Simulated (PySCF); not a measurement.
C3H5FSi.
Cartesian coordinates in Å at the PBE0-D3(BJ)/def2-SVP level; atoms count from 1:
```xyz
10
C3H5FSi angstrom
C     -2.2251    0.1530   -0.2223
C     -0.7851    0.0598   -0.0862
C      0.4261   -0.0189    0.0312
Si     2.2317   -0.1202    0.2003
F      2.6377   -1.5446    0.8699
H     -2.5514    1.2046   -0.2174
H     -2.7300   -0.3626    0.6093
H     -2.5640   -0.3051   -1.1644
H      2.7266    0.9576    1.0972
H      2.8805   -0.0477   -1.1356
```

The calculation used PySCF, TDDFT CAM-B3LYP/def2-SVPD, vertical, gas phase, core orbitals frozen in the response.

Ground-to-excited transition dipoles (e·a0, same axes as the geometry; the sign carries no meaning), for the states with f of 0.002 or more among the lowest 10:

```
state  E (eV)      μx      μy      μz
   S2   6.019  -0.142   0.079   0.016
   S4   7.386   0.004  -0.060  -0.137
   S5   7.546   0.025  -0.256   0.118
   S6   7.969   0.043   0.089   0.162
   S7   8.155  -2.175   0.055  -0.189
   S9   8.684   0.339   0.259  -0.124
  S10   8.697   0.168   0.111   0.050
```

**Question.** Work out the oscillator strengths.

**Answer.** f = (2/3) ΔE |μ|² with ΔE in hartree (27.2114 eV).

```json
{"state": "S2", "|μ|² (au)": "0.027", "|μ| (D)": "0.41", "f": "0.004"}
{"state": "S4", "|μ|² (au)": "0.022", "|μ| (D)": "0.38", "f": "0.004"}
{"state": "S5", "|μ|² (au)": "0.080", "|μ| (D)": "0.72", "f": "0.015"}
{"state": "S6", "|μ|² (au)": "0.036", "|μ| (D)": "0.48", "f": "0.007"}
{"state": "S7", "|μ|² (au)": "4.772", "|μ| (D)": "5.55", "f": "0.953"}
{"state": "S9", "|μ|² (au)": "0.197", "|μ| (D)": "1.13", "f": "0.042"}
{"state": "S10", "|μ|² (au)": "0.043", "|μ| (D)": "0.53", "f": "0.009"}
```

**Question.** Which bond between heavy atoms lies closest to the direction of the S7 transition dipole?

**Answer.** C3–Si4, C1–C2 and C2–C3, at 2° from it; next Si4–F5 at 72°.

**Question.** What angle do the transition dipoles of S5 and S9 make?

**Answer.** |cos θ| = |μa·μb| / (|μa| |μb|) = 0.58, so θ ≈ 55° (taken between 0 and 90°, since the signs are arbitrary).

**Question.** What peak molar absorption coefficient would the strongest computed level give as a lone Gaussian band 0.5 eV wide at half height?

**Answer.** ε(max) = 2.175×10⁸ f / FWHM, with the width in cm⁻¹. S7: 2.175×10⁸ × 0.9533 / 4033 ≈ 51000 L mol⁻¹ cm⁻¹.

The vertical ionisation energy (ΔSCF) is 10.24 eV, 1.54 eV above S10.

The run took 59 s of wall time on Arm Neoverse N1, one thread, shared host with 64 logical CPUs at a one-minute load of 50, and the process peaked at 0.68 GiB of memory.
